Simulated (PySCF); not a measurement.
Computed shifts of a molecule C₂H₆Se₂, PBE0/pcSseg-1 in PySCF, GIAO, gas phase, equivalent atoms averaged, in ppm (number of nuclei): ¹³C: 23.5 (2). ¹H: 2.40 (6). References: ¹³C against TMS (σ = 186.3 ppm); ⁷⁷Se against Me2Se (σ = 1740.1 ppm); ¹H against TMS (σ = 31.56 ppm), references at their B3LYP-D3(BJ)/def2-TZVP geometries, non-relativistic. Geometry: r2SCAN-D4/def2-SVP. Other conformers were not sampled.

Task: Which molecule gave these data?
A) C[Se]C[SeH]
B) CC[Se][SeH]
C) C[Se][Se]C
D) CC([SeH])[SeH]

Result: C, C[Se][Se]C
